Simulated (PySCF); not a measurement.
C₄H₂N₂, SMILES C#C/C=N/C#N. Coordinates come from a PBE-D3(BJ)/def2-SVP optimisation. The structure was generated by enumeration; whether it is a known compound was not checked.

Method: PySCF 2.14.0 with PBE-D3(BJ)/def2-SVP.

Harmonic wavenumbers (cm⁻¹): 120, 126, 251, 352, 535, 558, 559, 662, 689, 940, 1001, 1078, 1324, 1617, 2144, 2227, 2992, 3397. Rotational constants (GHz): 60.75, 1.522, 1.485; symmetry number 1.

Question: Work out the zero-point energy and the ideal-gas rigid-rotor harmonic-oscillator thermochemistry at 298.15 K and 1 atm.

Answer: ZPE = ½ Σ hcν = ½ × 20572 cm⁻¹ = 123.05 kJ/mol. H − E(el) = 141.27 kJ/mol. Entropy in J/(mol K): translation 163.09, rotation 105.70, vibration 48.55, total 317.34. G − E(el) = 46.66 kJ/mol. Cp = 90.51 J/(mol K). Modes under 150 cm⁻¹ make the vibrational entropy uncertain.
